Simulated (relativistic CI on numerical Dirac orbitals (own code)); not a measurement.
**Mn⁵⁺ in a cubic cluster: 1s photoemission with charge transfer**

Computed with a charge-transfer multiplet model of a cubic metal-ligand cluster with up to 2 ligand holes, Slater and spin-orbit integrals from Dirac-Coulomb-Breit ions, Slater integrals scaled by 0.9. The ground state mixes d2 with configurations of k ligand holes L, whose averages lie at kΔ + k(k − 1)U_dd/2; a core hole lowers each added d electron by U_cd. 300 K, Lorentzian 1.1 eV and Gaussian 0.6 eV FWHM.

Atomic integrals in eV (Slater integrals scaled, ζ unscaled), ground: F2dd 11.938, F4dd 7.546, zeta_d 0.057; with the core hole: F2dd 13.331, F4dd 8.451, zeta_d 0.081, G2cd 0.078.

Cluster parameters (eV): Δ = -0.6, U_dd = 6.8, U_cd = 7.9, 10Dq(ligand) = 0.7, V(eg) = 2.6, V(t2g) = -1.4, final-state hopping factor = 1.

```
         Case   n_d    d2   d3L  d4L2     S
10Dq = 2.3 eV  2.93  0.24  0.59  0.17  1.00
10Dq = 2.6 eV  2.93  0.24  0.59  0.17  1.00
10Dq = 3.2 eV  2.94  0.23  0.60  0.17  1.00
```

Weights, n_d and S are thermal averages at 300 K. Binding energies count from the first peak over 30 % of the highest in each spectrum, which can be another peak from case to case. The parameters are a model scan and need not match a compound or its usual spin state. Peaks in eV (height, largest 100):
- 10Dq = 2.3 eV: 0.0 (100), 12.8 (9)
- 10Dq = 2.6 eV: 0.0 (100), 2.1 (20), 12.8 (9)
- 10Dq = 3.2 eV: 0.0 (100), 2.4 (19), 12.7 (8)

Curve for 10Dq = 2.6 eV (points under 2 left out, the grid thinned):

(E (eV), Intensity): (-3.1, 3.9), (-2.7, 5.1), (-2.3, 6.9), (-1.8, 11.1), (-1.4, 17.9), (-1.0, 32.0), (-0.5, 70.5), (-0.1, 99.4), (0.3, 83.4), (0.7, 48.1), (1.1, 27.5), (1.6, 19.5), (2.0, 19.8), (2.4, 18.1), (2.9, 11.1), (3.3, 7.3), (3.7, 5.5), (4.1, 4.6), (4.5, 3.9), (5.0, 3.7), (5.4, 3.9), (5.8, 4.0), (6.3, 3.5), (6.7, 2.7), (7.1, 2.2), (8.8, 2.1), (9.2, 2.2), (9.7, 2.3), (10.1, 2.3), (10.5, 2.2), (11.0, 2.4), (11.4, 2.9), (11.8, 4.2), (12.2, 6.5), (12.6, 8.7), (13.1, 8.2), (13.5, 6.8), (13.9, 5.7), (14.4, 4.6), (14.8, 4.2), (15.2, 4.3), (15.6, 4.4), (16.0, 4.0), (16.5, 2.8), (16.9, 2.1)

For the case 10Dq = 2.3 eV, Δ = -0.6 eV is smaller than U_dd = 6.8 eV, the charge-transfer side of the Zaanen-Sawatzky-Allen scheme (negative Δ: between configuration averages a ligand hole costs less than the nominal valence; multiplet and field energies can change this for the lowest states). With the core hole the average of the configuration with one ligand hole lies at Δ − U_cd = -8.5 eV before mixing: it lies below the unscreened one, so the lowest final states are mostly screened and the unscreened weight appears at higher binding energy as a satellite.

With at most 2 ligand holes the space is cut while the next configuration still counts, so covalency is underestimated, and a final configuration with one more ligand hole, which can lie low, is missing from the spectra.
